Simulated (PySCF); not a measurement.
## J couplings in C6H11As

Geometry:
```
atom   x (Å)   y (Å)   z (Å)
  C1   3.746  -0.201  -0.040
  C2   2.346  -0.476   0.240
  C3   1.183  -0.719   0.487
  C4  -0.222  -0.967   0.734
 As5  -1.352  -0.328  -0.782
  C6  -1.028   1.586  -0.493
  C7  -3.067  -0.441   0.174
  H8   4.371  -1.091   0.136
  H9   4.130   0.608   0.601
 H10   3.892   0.107  -1.088
 H11  -0.559  -0.466   1.657
 H12  -0.420  -2.045   0.851
 H13   0.021   1.807  -0.741
 H14  -1.677   2.171  -1.161
 H15  -1.222   1.877   0.550
 H16  -3.355  -1.496   0.292
 H17  -3.845   0.060  -0.421
 H18  -3.014   0.034   1.166
```

Method: B3LYP/pcJ-1 (pcSseg-1 on As) (without the spin–dipole term)//PBE0-D3(BJ)/def2-SVP, PySCF 2.14.0 with density-fitted response routines; isolated molecule, single conformer, non-relativistic. Couplings are averaged over pairs made equivalent by symmetry, fast rotation or ring inversion, so a value needn't be that of the named pair in this geometry, while other rotamers aren't included; one pair stands for each set, and the list holds those of at least 0.8 Hz over up to four bonds.

Isotopes: ¹³C, ¹H.

| pair | bonds | J (Hz) |
| --- | --- | --- |
| C1, C2 | 1 | 78.9 |
| C1, H8 | 1 | 137.3 |
| C2, C3 | 1 | 201.7 |
| C3, C4 | 1 | 79.8 |
| C4, H11 | 1 | 144.6 |
| C6, H13 | 1 | 139.4 |
| C1, C3 | 2 | 13.4 |
| C2, C4 | 2 | ? |
| C2, H8 | 2 | -10.8 |
| C3, H11 | 2 | ? |
| H8, H9 | 2 | -17.8 |
| H11, H12 | 2 | -16.2 |
| H13, H14 | 2 | -12.6 |
| C1, C4 | 3 | ? |
| C2, H11 | 3 | 5.5 |
| C3, C6 | 3 | ? |
| C3, H8 | 3 | 5.3 |
| C4, H13 | 3 | 4.9 |
| C6, H11 | 3 | ? |
| C6, H16 | 3 | ? |
| C1, H11 | 4 | ? |
| C4, H8 | 4 | -2.0 |

Task: Estimate the withheld couplings, with signs.

Result: 
- ²J(C2,C4) = 12.3 Hz (angle at C3 177°)
- ²J(C3,H11) = -10.2 Hz (angle at C4 111°)
- ³J(C1,C4) = 1.6 Hz
- ³J(C3,C6) = 2.7 Hz (mean over equivalent pairs that range from 0.4 to 5.0 Hz in this conformer)
- ³J(C6,H11) = 3.6 Hz (mean over equivalent pairs that range from 0.0 to 6.4 Hz in this conformer)
- ³J(C6,H16) = 4.7 Hz (mean over equivalent pairs that range from 0.1 to 9.0 Hz in this conformer)
- ⁴J(C1,H11) = -1.9 Hz

Relativistic effects of the heavier atoms present are left out.
